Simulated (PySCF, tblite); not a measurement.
Species: CH₁₂O₂Si₅.
Geometry (GFN2-xTB, Å), atoms numbered from 1 in this order:
```xyz
20
CH12O2Si5 angstrom
O     -1.4310   -0.1383    1.9687
C     -2.3355    0.3297    1.3052
Si    -2.0648    0.9364   -0.4828
Si    -2.7629   -0.8671   -1.7821
Si     0.2124    1.3953   -0.3140
Si     1.0855   -0.1993    1.1274
O      2.6756   -0.3003    0.7362
Si     3.9564   -0.5580   -0.2030
H     -3.3408    0.3875    1.7679
H     -3.0848    1.9998   -0.5881
H     -4.2160   -1.0216   -1.9090
H     -2.2459   -0.7264   -3.1468
H     -2.2603   -2.1395   -1.2585
H      0.4057    2.8029    0.0896
H      0.7541    1.3901   -1.6895
H      1.1753    0.1321    2.5436
H      0.5710   -1.5459    0.8619
H      3.8746    0.3692   -1.3347
H      3.9156   -1.9435   -0.6700
H      5.1108   -0.2925    0.6496
```

Theory: PBE0/pcSseg-1 in PySCF (dipole) on a GFN2-xTB geometry, gas phase.

Masses are those of the commonest isotopes; rigid-rotor values at the optimised geometry. The values belong to one conformer with, in the numbering `[O:1]=[CH:2][Si@H:3]([SiH3:4])[SiH2:5][SiH2:6][O:7][SiH3:8]`, O1–C2–Si3–Si4 97°, C2–Si3–Si5–Si6 35°, Si3–Si5–Si6–O7 156°, Si5–Si6–O7–Si8 -60°.

Q: What are A, B and C (MHz)?

A: Ia = 370.15, Ib = 1279.04, Ic = 1393.66 u·Å²; 505379 MHz·u·Å²/I gives A = 1365, B = 395.1, C = 362.6 MHz.

Q: What kind of rotor is it?

A: A near-prolate asymmetric top. Ray's parameter κ = (2B − A − C)/(A − C) = -0.935; −1 is the prolate and +1 the oblate limit.

Q: What does the inertial defect say?

A: Not planar: Δ = Ic − Ia − Ib = -255.53 u·Å². For a rigid frame Δ = −2 Σ m c², so Σ m c² = 127.77 u·Å² lies off the ab plane: 24.92 from hydrogen and 102.84 from heavier atoms. The atom farthest from that plane is 2.67 Å away.

Q: Give the other two planar moments, Paa and Pbb, and the rms extents of the mass along the axes.

A: Paa = Σ m a² = (Ib + Ic − Ia)/2 = 1151.28 and Pbb = Σ m b² = (Ia + Ic − Ib)/2 = 242.38 u·Å². With the mass M = 195.97 u, the rms extents √(P/M) along a, b and c are 2.42, 1.11, 0.81 Å.

Q: Where do the levels up to J = 2 lie, in MHz?

A: Above 0(0,0):
J = 1: 1(0,1) 758, 1(1,1) 1728, 1(1,0) 1760
J = 2: 2(0,2) 2272, 2(1,2) 3211, 2(1,1) 3308, 2(2,1) 6219, 2(2,0) 6220

Q: Which types of transition are allowed, and where do some lines up to J = 4 fall?

A: The dipole components are |μa| = 2.28 D, |μb| = 0.77 D, |μc| = 0.90 D. Intensities carry the squares of the components, which stand as 1.00 : 0.11 : 0.15 (a : b : c). Some lines, for components of 0.1 D or more:

```tsv
type	branch	J(Ka,Kc)	MHz	lower level (cm⁻¹)
c	Q	4(1,4) ← 4(0,4)	834	0.252
a	R	2(1,2) ← 1(1,1)	1483	0.058
a	R	2(0,2) ← 1(0,1)	1515	0.025
b	R	1(1,1) ← 0(0,0)	1728	0.000
c	R	1(1,0) ← 0(0,0)	1760	0.000
b	R	4(0,4) ← 3(1,3)	2131	0.181
a	R	3(0,3) ← 2(0,2)	2270	0.076
a	R	3(2,1) ← 2(2,0)	2276	0.207
c	R	2(1,1) ← 1(0,1)	2551	0.025
b	Q	2(2,0) ← 2(1,1)	2911	0.110
b	Q	3(2,2) ← 3(1,3)	3057	0.181
c	R	3(1,2) ← 2(0,2)	3357	0.076
b	R	2(2,1) ← 1(1,0)	4459	0.059
c	R	2(2,0) ← 1(1,0)	4459	0.059
c	R	2(2,1) ← 1(1,1)	4491	0.058
c	Q	4(3,2) ← 4(2,2)	4923	0.385
c	Q	3(3,1) ← 3(2,1)	4929	0.283
c	R	3(2,1) ← 2(1,1)	5188	0.110
c	R	3(2,2) ← 2(1,2)	5281	0.107
c	R	4(2,3) ← 3(1,3)	6088	0.181
c	R	3(3,0) ← 2(2,0)	7205	0.207
b	R	3(3,0) ← 2(2,1)	7206	0.207
c	R	4(4,1) ← 3(3,1)	9936	0.448
```

Its lowest GFN2-xTB frequency is 15i cm⁻¹, too small to tell a flat minimum from a shallow saddle. These are rigid-rotor constants of the computed structure; measured ground-state constants (B0) also hold zero-point vibration. A rigid rotor knows nothing of internal rotation, which can split or shift real lines.
